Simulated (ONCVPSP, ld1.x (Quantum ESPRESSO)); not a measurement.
Potentials for osmium (Os) compared

Generated with ld1.x 7.5 (TM, RRKJ, ultrasoft, PAW), atompaw 4.2 or ONCVPSP 4.0.1. The cutoff is in Ry: for ld1.x and atompaw files where the sum of valence levels is converged to 10 mRy in a Bessel basis, for ONCV files where the hardest occupied wave has 1 mHa per electron of residual kinetic energy. The error is the largest all-electron minus pseudo excitation energy over each file’s own four to seven test configurations (ionisations up to +4, promotions, holes and added fractions of an electron), all of which were solved. The labels leave out finer settings (local radius, basis sizes, second energies), which also bear on the numbers. Spin-polarised tests are not counted. The rows are a selection from randomly drawn settings: files with unsolved tests, undetermined cutoffs or missed reference levels are left out.

A true bound ghost makes a file unfit for plane-wave use even where its test errors are small: the radial tests pick states by their node count and pass the ghost by.

```tsv
potential	cutoff (Ry)	largest error (meV)	bound ghosts
ONCV, PBE, scalar-relativistic, rc 1.65/1.15/2.25/0.85 (spdf), local smoothed, core correction yes, reference 4f13 5s2 5p6 5d7 6s2, qcut 7/7.8/5.5/20.4, projectors 2/2/2/3	355	-746	s
ONCV, PBE, scalar-relativistic, rc 1.55/1.30/2.15/0.80 (spdf), local smoothed, core correction no, reference 4f14 5s2 5p6 5d6 6s2, qcut 6.1/6.8/6.2/23.5, projectors 2/2/1/2	445	-101	s, p, d
ONCV, LDA (Perdew-Wang 92), scalar-relativistic, rc 1.65/1.25/1.75 (spd), local smoothed, core correction yes, reference 5s2 5p6 5d6, qcut 9.1/5.9/4.8, projectors 3/2/2	296	-102	none
ONCV, PBEsol, scalar-relativistic, rc 1.65/2.00/2.45 (spd), local smoothed, core correction yes, reference 5s2 5p6 5d6 6s1, qcut 7.7/6.4/5.5, projectors 3/2/3	43	+122	none
ONCV, LDA (Perdew-Wang 92), scalar-relativistic, rc 1.50/1.50/1.90 (spd), local smoothed, core correction yes, reference 5s2 5p6 5d6 6s2, qcut 7.5/8.8/6.9, projectors 2/2/1	54	-20	none
```

(1) Fill in the row for Os: ONCV, LDA (Perdew-Wang 92), scalar-relativistic, rc 2.40/2.50/2.40/2.25 (spdf), local smoothed, core correction no, reference 5d6 6s2, qcut 2.6/2.8/5.9/4.9, projectors 2/2/2/1.

(2) Fill in the row for Os: RRKJ, PW91, scalar-relativistic, rc 2.15/2.80/2.45 (spd), local p, core correction yes, reference 5d6 6s1 6p0.

(3) Fill in the row for Os: ONCV, LDA (Perdew-Wang 92), scalar-relativistic, rc 1.70/1.70/2.50/0.80 (spdf), local smoothed, core correction yes, reference 4f14 5s2 5p6 5d6 6s2, qcut 5.5/9/5.7/17.9, projectors 2/2/2/1.

## Answers

(1) cutoff 25 Ry, largest error +152 meV, bound ghosts: none.

(2) cutoff 30 Ry, largest error -708 meV, bound ghosts: none.

(3) cutoff 975 Ry, largest error -482 meV, bound ghosts: s, p, d.
